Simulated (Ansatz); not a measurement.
The cluster Na₂Pb₃⁺. Total charge 1; doublet. Geometry PBE0-D4/def2-SVP; atoms count from 1.

Cartesian coordinates in Å:
```
Na 0.446 -3.111 0.111
Na 1.688 1.664 1.049
Pb -1.454 2.069 -0.482
Pb 0.300 -0.214 -1.724
Pb -0.980 -0.409 1.045
```

In the def2 sets Pb takes a core potential; there is no spin–orbit coupling. The structure comes from a short search, and lower isomers may exist.

**Question.** Estimate the Mulliken populations from the PBE0/def2-TZVP orbitals of Ansatz.

**Answer.** 
```tsv
atom	charge (e)	spin (α − β)
Na1	0.44	0.00
Na2	0.43	-0.02
Pb3	0.14	0.54
Pb4	0.05	0.44
Pb5	-0.06	0.05
```
Mulliken values and Mayer orders depend strongly on the basis.

**Question.** Where does the spin sit?

**Answer.** Summed by element: Na -0.02, Pb 1.02, of 1 unpaired in all. Largest on single atoms: Pb3 0.54, Pb4 0.44, Pb5 0.05.

**Question.** And the Mayer bond orders between bonded heavy atoms (over 0.3)?

**Answer.** Na1–Pb5 0.41 (3.19 Å); Na2–Pb5 0.31 (3.38 Å); Pb3–Pb4 0.88 (3.14 Å); Pb3–Pb5 1.00 (2.95 Å); Pb4–Pb5 1.00 (3.06 Å).
